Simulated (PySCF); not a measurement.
Pd: excitation energy

Pd [Kr] 4d10 (1S) → Pd [Kr] 4d9 5p1 (high-spin determinant), as a difference of total energies. Computed with PySCF 2.14 in def2-TZVPPD with the def2 core potential (28 electrons), with scalar relativity through the core potential. Correlated levels: valence: 4s2 4p6 frozen. The calculations carry no spin-orbit coupling.

```json
{"method": "UHF", "excitation energy (eV)": "2.863"}
{"method": "MP2 (valence)", "excitation energy (eV)": "4.675"}
{"method": "SCS-MP2 (valence)", "excitation energy (eV)": "4.545"}
{"method": "CCSD (valence)", "excitation energy (eV)": "4.179"}
{"method": "CCSD(T) (valence)", "excitation energy (eV)": "4.286"}
```

**Question.** How much does correlation contribute at CCSD(T) (valence)?

**Answer.** 4.286 − (2.863) = 1.423 eV, measured against UHF.

The determinant of the upper state mixes LS terms, which raises its energy above the lowest term, most at the Hartree-Fock and MP2 levels.
